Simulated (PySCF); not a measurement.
Radial density of Co²⁺ (cobalt, charge +2)

UHF, [Ar] 3d7, high-spin 4F determinant. All numbers are calculated (PySCF 2.14, the non-relativistic Hamiltonian (point nucleus), in cc-pVDZ).

| r (bohr) | 4πr²ρ (e/bohr) | 4πr²(ρα − ρβ) |
| --- | --- | --- |
| 0.000997 | 0.1581 | 0.0000 |
| 0.00168 | 0.4311 | 0.0000 |
| 0.00282 | 1.147 | 0.0000 |
| 0.00474 | 2.924 | 0.0000 |
| 0.00798 | 6.950 | 0.0001 |
| 0.0134 | 14.68 | 0.0002 |
| 0.0226 | 25.48 | 0.0005 |
| 0.0380 | 32.38 | 0.0013 |
| 0.0639 | 27.98 | 0.0060 |
| 0.107 | 27.23 | 0.0383 |
| 0.181 | 36.53 | 0.2418 |
| 0.304 | 21.36 | 1.1271 |
| 0.511 | 16.11 | 2.7351 |
| 0.860 | 15.63 | 2.6720 |
| 1.45 | 3.886 | 0.9672 |
| 2.43 | 0.3497 | 0.1109 |
| 4.09 | 0.003278 | 0.0001 |
